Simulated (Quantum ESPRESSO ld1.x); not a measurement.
P6+, 9 electrons, occupied as [He] 2s2 2p3 3d2 (not the ground configuration). Calculated with ld1.x of Quantum ESPRESSO 7.5: Dirac Kohn-Sham, PBE, spin-unpolarised, spherical densities, point nucleus; open shells fill j = l - 1/2 first.

X-ray form factor f0, the Fourier transform of the density (f0(0) = 9):

sin(theta)/lambda (1/angstrom),f0 (electrons)
0.05,8.908
0.1,8.647
0.15,8.257
0.2,7.789
0.25,7.291
0.3,6.803
0.4,5.923
0.5,5.189
0.6,4.563
0.8,3.526
1,2.740
1.25,2.089
1.5,1.712
2,1.351
